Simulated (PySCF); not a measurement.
Job file and geometry (Å, from GFN2-xTB) of an NMR shielding run on [C7H6FO]+, GIAO PBE0/pcSseg-1 NMR shielding, non-relativistic, gas phase in PySCF; density fitting, a coarse starting grid and PySCF grid level 2 are the driver's defaults:

```
$ OMP_NUM_THREADS=1 python probes_run.py task.json out

{"job": {"kind": "nmr", "xc": "PBE0", "basis": "pcSseg-1"}, "charge": 1, "multiplicity": 1}
C     -2.792670    -1.009005    -0.163799
C     -1.738567    -0.436111    -0.718119
C     -0.989902     0.652618    -0.017674
F     -1.510843     1.040290     1.160500
C     -0.272043     1.642955    -0.760035
O      0.099775     2.493221    -1.438506
C      0.538014     0.475136     0.044071
C      1.654934     0.082673     0.373271
C      2.956264    -0.339504     0.692822
H     -3.157502    -0.732585     0.812081
H     -3.333905    -1.777242    -0.688535
H     -1.356823    -0.702218    -1.691953
H      2.905919    -1.069828     1.507038
H      3.430223    -0.815076    -0.168476
H      3.562711     0.502666     1.035401
```

Problem. What does the program print?

Solution. 
```
coarse grid: 13496 points
cycle   1  E = -444.1559353870  dE =  2.087e+00  |g| = 9.647e-01  |ddm| = 4.078e+00
cycle   2  E = -443.3066399629  dE =  8.493e-01  |g| = 2.340e+00  |ddm| = 2.737e+00
cycle   3  E = -444.3309502683  dE = -1.024e+00  |g| = 2.859e-01  |ddm| = 1.873e+00
cycle   4  E = -444.3452510277  dE = -1.430e-02  |g| = 1.366e-01  |ddm| = 3.961e-01
cycle   5  E = -444.3478780355  dE = -2.627e-03  |g| = 7.359e-02  |ddm| = 1.673e-01
cycle   6  E = -444.3491908842  dE = -1.313e-03  |g| = 1.517e-02  |ddm| = 7.260e-02
cycle   7  E = -444.3492420192  dE = -5.113e-05  |g| = 5.166e-03  |ddm| = 1.661e-02
cycle   8  E = -444.3492475143  dE = -5.495e-06  |g| = 1.165e-03  |ddm| = 5.264e-03
final grid: 133504 points
cycle   9  E = -444.4215147385  dE = -1.059e-05  |g| = 1.388e-02  |ddm| = 4.632e-02
cycle  10  E = -444.4213538308  dE =  1.609e-04  |g| = 3.170e-02  |ddm| = 3.218e-02
cycle  11  E = -444.4215533233  dE = -1.995e-04  |g| = 2.719e-03  |ddm| = 2.320e-02
cycle  12  E = -444.4215549341  dE = -1.611e-06  |g| = 5.104e-04  |ddm| = 2.448e-03
cycle  13  E = -444.4215549669  dE = -3.274e-08  |g| = 2.789e-04  |ddm| = 7.176e-04
cycle  14  E = -444.4215549839  dE = -1.704e-08  |g| = 1.171e-04  |ddm| = 3.658e-04
cycle  15  E = -444.4215549872  dE = -3.276e-09  |g| = 2.524e-05  |ddm| = 1.288e-04
cycle  16  E = -444.4215549873  dE = -1.328e-10  |g| = 8.869e-06  |ddm| = 3.421e-05
converged SCF energy = -444.4215549873

GIAO shielding tensors (ppm)
atom      isotropic    diamagn.    paramagn.     s11        s22        s33       span
  0 C       42.223     251.023    -208.800    -78.970     24.361    181.277    260.248
  1 C       61.241     256.436    -195.195    -44.926     96.873    131.775    176.701
  2 C      101.960     236.468    -134.508     60.812     81.733    163.336    102.524
  3 F      342.258     471.014    -128.756    285.583    349.217    391.973    106.389
  4 C       29.108     259.067    -229.959    -73.718     16.239    144.802    218.520
  5 O     -194.092     394.662    -588.753   -468.269   -259.950    145.945    614.214
  6 C      122.253     273.632    -151.379      8.861     91.328    266.570    257.709
  7 C       -8.985     263.182    -272.166   -118.146    -40.503    131.695    249.841
  8 C      173.623     258.026     -84.403    154.520    170.849    195.501     40.981
  9 H       24.521      28.847      -4.326     20.255     23.686     29.623      9.369
 10 H       24.514      26.365      -1.850     21.608     24.083     27.852      6.243
 11 H       25.938      29.359      -3.422     23.435     26.305     28.072      4.638
 12 H       28.194      28.231      -0.038     23.597     25.554     35.431     11.834
 13 H       27.858      28.254      -0.396     23.410     25.937     34.227     10.818
 14 H       27.847      25.833       2.014     23.406     25.866     34.269     10.864
```

Size and cost of the density-fitted run: 183 basis functions, 28 s wall time on 1 thread of an Arm Neoverse V1, shared host; peak memory 0.81 GiB.
